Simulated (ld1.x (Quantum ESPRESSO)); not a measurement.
# V (Z = 23): PAW pseudisation with PBE, scalar-relativistic reference atom.

| Quantity | Value |
| --- | --- |
| Element | V |
| Generator | ld1.x (Quantum ESPRESSO) 7.5 |
| Type | PAW |
| Functional | PBE |
| Relativity | scalar-relativistic |
| Frozen core | [Ne] |
| Valence charge | 13 |
| Reference configuration | 3s2 3p6 3d3 4s2 4p0 |
| Partial waves | 3s (bound): rcut 1.25, rcutus 1.45 bohr; 4s (bound): rcut 1.25, rcutus 1.45 bohr; 3p (bound): rcut 1.40, rcutus 1.45 bohr; 4p (bound, empty): rcut 1.40, rcutus 1.45 bohr; 3d (bound): rcut 1.25, rcutus 1.35 bohr; 3d channel at 0.15 Ry: rcut 1.25, rcutus 1.35 bohr |
| Local potential | all-electron potential smoothed inside 1.00 bohr (lloc = -1) |
| Core correction | Bessel-smoothed model core inside 1.40 bohr |
| Augmentation charge | PSQ, inside the norm-conserving radii |

Does the generator finish with these settings?

Yes, a potential is produced and its reference levels are reproduced.

Estimate the cutoffs (Ry, on a coarse ladder) from which the occupation-weighted sum of valence levels, in a spherical-Bessel basis at the reference potential, stays within 10 and 1 mRy of its value at 400 Ry.

55 Ry and 90 Ry.

What does a ghost test show?

No extra level below or beside the all-electron valence levels (s, p, d, f tested).

Is the overlap operator S = 1 + Σ q|β⟩⟨β| positive definite (Bessel basis up to 400 Ry)?

Yes: its lowest eigenvalue is 0.04 (p channel).

Which valence shell sets the plane-wave cutoff?

3d: its level needs 60 Ry to come within 1 mRy, against 40 Ry for 3p.

Tests: 3s2 3p6 3d3 4s1 4p0; 3s2 3p6 3d3 4s0 4p0; 3s2 3p6 3d2 4s0 4p0; 3s2 3p6 3d3.5 4s1.5 4p0; 3s2 3p5 3d3 4s2 4p0; 3s2 3p6 3d3 4s0 4p1; 3s2 3p6 3d2 4s2 4p1. Which has the largest error in its energy relative to the reference configuration, and how large is it?

3s2 3p5 3d3 4s2 4p0, with -16 meV (all-electron minus pseudo) on +50.95 eV.
